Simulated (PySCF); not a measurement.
A calculated (M06-2X, PySCF 2.14, cc-pVDZ-DK, the spin-free X2C one-electron Hamiltonian (Gaussian nucleus)) atom or ion has these occupied shells.

| shell | electrons | orbital energy (eV) | rms radius, mean of both spins (bohr) |
| --- | --- | --- | --- |
| 1s | 2 | -1851.7 | 0.129 |
| 2s | 2 | -174.56 | 0.615 |
| 2p | 6 | -127.65 | 0.600 |
| 3s | 2 | -31.093 | 2.10 |

**Question.** Name the element and its charge.

**Answer.** Si²⁺ (silicon, charge +2), in [Ne] 3s2, closed-shell 1S.
